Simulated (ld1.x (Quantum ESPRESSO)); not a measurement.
## Transferability test, PAW potential for carbon (C)

- Element: carbon
- Generator: ld1.x (Quantum ESPRESSO) 7.5
- Type: PAW
- Functional: PW91
- Relativity: non-relativistic
- Frozen core: [He]
- Valence charge: 4
- Reference configuration: 2s1.5 2p2.5
- Partial waves: 2s (bound): rcut 1.35, rcutus 1.55 bohr; 2s channel at -0.15 Ry: rcut 1.35, rcutus 1.55 bohr; 2p (bound): rcut 2.05, rcutus 2.85 bohr; 2p channel at 2.45 Ry: rcut 2.05, rcutus 2.85 bohr; 3d channel at 0.4 Ry: rcut 1.70, rcutus 2.35 bohr
- Local potential: all-electron potential smoothed inside 2.35 bohr (lloc = -1)
- Core correction: Bessel-smoothed model core inside 1.30 bohr
- Augmentation charge: BESSEL, radius 1.55 bohr

Energies are relative to the spin-unpolarised reference configuration 2s1.5 2p2.5; without spin polarisation the order of configurations can differ from experiment. The frozen-core shift is the all-electron ΔE with the core orbitals held at their reference shape minus the fully relaxed ΔE.

Question: Give the all-electron excitation energy and the error of the potential for: 2s2 2p2; 2s2 2p1; 2s2 2p0; 2s0 2p4; 2s2 2p1.5; 2s1 2p2; 2s1 2p0.

Answer:

```
valence configuration  charge  ΔE all-electron (eV)  error AE − PS (meV)  frozen-core shift (meV)
              2s2 2p2       0                -4.223                 +2.8                     +0.1
              2s2 2p1      +1                 6.709                 +4.1                     +0.3
              2s2 2p0      +2                30.945                  -27                     +3.0
              2s0 2p4       0                12.697                 +1.0                     +0.9
            2s2 2p1.5    +0.5                -0.226                 +4.8                     +0.1
              2s1 2p2      +1                15.430                  +11                     +0.3
              2s1 2p0      +3                79.181                  -61                      +16
```

Levels in the configuration 2s1 2p0:

```
level  all-electron (eV)  pseudo (eV)
   2s            -56.137      -56.152
```

ld1.x printed “convergence not achieved” for 2 of the counted tests; their residual had stalled under 1e-8, short of the target of 1e-14.
